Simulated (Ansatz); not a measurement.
Computed with Ansatz on PBE0-D4/def2-TZVP structures; ΔE is electronic, products minus reactants. CCSD(T)/CBS adds triple-zeta CCSD(T) − MP2 to the extrapolated MP2 energy (def2 sets, frozen cores). This one scheme is used for every species. DFT in def2-TZVPP. B3LYP here is the variant with VWN-RPA as its local correlation; programs differ in this. Elements past krypton have def2 core potentials. For Te outer-core shells are correlated without core-valence functions, which leaves a few kJ/mol of doubt a bond. Each species was taken in one conformer, which may not be the lowest.

Consider the ligand exchange at the Al–N bond: `C=[N][AlH][CH2]C` + H₂Te → `C[CH2][AlH][TeH]` + `C=N`.

```json
{"level": "PBE-D4", "ΔE (kJ/mol)": "-51.0", "difference from CCSD(T)/CBS": "5.6"}
{"level": "r2SCAN-D4", "ΔE (kJ/mol)": "-46.7", "difference from CCSD(T)/CBS": "9.9"}
{"level": "PBE0-D4", "ΔE (kJ/mol)": "-55.5", "difference from CCSD(T)/CBS": "1.1"}
{"level": "B3LYP-D4", "ΔE (kJ/mol)": "-41.2", "difference from CCSD(T)/CBS": "15.4"}
{"level": "ωB97X-V", "ΔE (kJ/mol)": "-47.1", "difference from CCSD(T)/CBS": "9.5"}
{"level": "B2PLYP", "ΔE (kJ/mol)": "-43.2", "difference from CCSD(T)/CBS": "13.4"}
{"level": "PBE", "ΔE (kJ/mol)": "-48.4", "difference from CCSD(T)/CBS": "8.2"}
{"level": "PBE0", "ΔE (kJ/mol)": "-53.0", "difference from CCSD(T)/CBS": "3.6"}
{"level": "HF/def2-TZVPP", "ΔE (kJ/mol)": "-44.9", "difference from CCSD(T)/CBS": "11.7"}
{"level": "MP2/def2-TZVPP", "ΔE (kJ/mol)": "-55.6", "difference from CCSD(T)/CBS": "1.0"}
{"level": "SCS-MP2/def2-TZVPP", "ΔE (kJ/mol)": "-50.1", "difference from CCSD(T)/CBS": "6.5"}
{"level": "CCSD/def2-TZVPP", "ΔE (kJ/mol)": "-49.3", "difference from CCSD(T)/CBS": "7.3"}
{"level": "CCSD(T)/def2-TZVPP", "ΔE (kJ/mol)": "-51.2", "difference from CCSD(T)/CBS": "5.4"}
{"level": "MP2/def2-QZVPP", "ΔE (kJ/mol)": "-58.3", "difference from CCSD(T)/CBS": "-1.7"}
{"level": "SCS-MP2/def2-QZVPP", "ΔE (kJ/mol)": "-52.6", "difference from CCSD(T)/CBS": "4.0"}
{"level": "MP2/CBS(def2)", "ΔE (kJ/mol)": "-61.0", "difference from CCSD(T)/CBS": "-4.4"}
{"level": "CCSD(T)/CBS", "ΔE (kJ/mol)": "-56.6", "difference from CCSD(T)/CBS": "0"}
```

Largest T1 diagnostic among the species: 0.012.

In def2-TZVPP, CCSD(T) changes the Hartree–Fock value by −6.3 kJ/mol (the triples alone add −1.9 kJ/mol) and MP2 by −10.7 kJ/mol. From PBE to PBE0 (25 % exact exchange), in def2-TZVPP and without D4, ΔE moves by −4.6 kJ/mol.
